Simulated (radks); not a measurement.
Values are calculated unless marked as measured or tabulated.
Species: the cadmium ion Cd+. Configuration: [Kr] 4d10 5s1.

Level of theory: Dirac Kohn-Sham, PBEsol, spin-unpolarised, spherical densities, point nucleus (a radial shooting solver on a logarithmic mesh with Libxc functionals).

Energy parts (eV):
| part | energy |
|---|---|
| total | -152195.695 |
| kinetic | 159587.061 |
| electron-nucleus | -368935.587 |
| Hartree | 61284.494 |
| exchange-correlation | -4131.663 |

Orbitals (lengths in bohr, moments of r in powers of bohr; r(max) is where P^2 peaks):
orbital  occ.  eigenvalue (eV)   r(max)      <r>
1s1/2       2        -26503.94  0.01968  0.03041
2s1/2       2        -3941.452   0.1114   0.1313
2p1/2       2        -3670.412  0.08598   0.1112
2p3/2       4        -3478.108  0.09032   0.1164
3s1/2       2        -741.5560   0.3242   0.3583
3p1/2       2        -632.9400   0.3105   0.3496
3p3/2       4        -598.5974   0.3206   0.3606
3d3/2       4        -406.2211   0.2640   0.3328
3d5/2       6        -399.2399   0.2669   0.3363
4s1/2       2        -114.5896   0.7954   0.8793
4p1/2       2         -79.7575   0.8285   0.9393
4p3/2       4         -73.9142   0.8536   0.9705
4d3/2       4         -20.9452   0.9752    1.262
4d5/2       6         -20.2386   0.9861    1.281
5s1/2       1         -13.0771    2.228    2.633
5p1/2       0          -7.5456    2.750    3.350
5p3/2       0          -7.2022    2.853    3.468

The highest occupied level is 5s1/2 at -13.077 eV. Summed over all electrons, <r^2> = 38.27 bohr^2, which gives a Langevin (diamagnetic) susceptibility term of -30.3 x 10^-6 cm^3/mol. The density falls to 0.001 e/bohr^3 at r = 3.85 bohr.
